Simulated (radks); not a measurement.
Removal energies from the nickel ion Ni13+, [Ne] 3s2 3p3, by Delta-SCF beside the eigenvalue of the level emptied. Calculated with a radial shooting solver on a logarithmic mesh with Libxc functionals: non-relativistic Kohn-Sham, PBE, spin-polarised, spherical densities, point nucleus. Open shells are filled with parallel spins first.

[
 {"removed from": "3p", "final configuration": "[Ne] 3s2 3p2", "Delta-SCF (eV)": "426.09", "-eigenvalue (eV)": "408.97"},
 {"removed from": "3s", "final configuration": "[Ne] 3s1 3p3", "Delta-SCF (eV)": "452.22", "-eigenvalue (eV)": "437.03"},
 {"removed from": "2p", "final configuration": "[He] 2s2 2p5 3s2 3p3", "Delta-SCF (eV)": "1290.2", "-eigenvalue (eV)": "1243.6"},
 {"removed from": "2s", "final configuration": "[He] 2s1 2p6 3s2 3p3", "Delta-SCF (eV)": "1404.4", "-eigenvalue (eV)": "1364.2"}
]
